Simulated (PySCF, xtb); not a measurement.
bromine (Br2), SMILES BrBr.

Harmonic wavenumbers (cm⁻¹) from GFN2-xTB (xtb 6.7.1) at its own minimum, in rising order: 269.

What does PySCF with PBE-D3(BJ)/def2-TZVP give at its own minimum? (Estimate from the structure and the level; the computed values follow.)

313. Paired by order, the mean absolute difference is 43 cm⁻¹ and the zero-point energies are 0.4 and 0.4 kcal/mol.
